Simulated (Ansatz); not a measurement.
Atom: sodium atom, Na (charge 0, doublet).

Property: electron affinity to the singlet, in eV. Set-up: each state is the SCF solution reached for its charge and spin; 6-311+G** with 5d, 6d on Na to Ar in Ansatz (a quantum-chemistry and plane-wave program); UHF or UKS for open shells; non-relativistic; spin-orbit terms left out; valence correlation only; six Cartesian d functions in 6-31G* and its kin unless marked 5d.

Measured values: pymatgen's periodic table; they hold spin-orbit and core effects. 

Value to compare with, the measured value: 0.55 eV.

```csv
level,program,electron affinity to the singlet (eV),error
HF/6-31G*,Ansatz,-0.34,-0.89
HF/6-311+G**,Ansatz,-0.11,-0.66
PBE/6-311+G**,Ansatz,0.55,0.00
B3LYP/3-21G,Ansatz,0.47,-0.08
B3LYP/6-31G*,Ansatz,0.44,-0.11
B3LYP/6-311+G**,Ansatz,0.58,0.03
MP2/6-311+G**,Ansatz,0.27,-0.28
B3LYP/def2-TZVPD,Ansatz,0.51,-0.04
wB97M-V/def2-TZVPD,Ansatz,0.37,-0.18
```

Among the 7 habitual levels, HF/6-31G* lies farthest from the measured value (-0.89 eV); 1 of 7 lie above it, and their mean absolute error is 0.29 eV, the median 0.11. One case shows no general order.

The levels are drawn from those run, B3LYP/6-31G* more often than the rest, none by its result; runs whose electronic state is in doubt are left out.
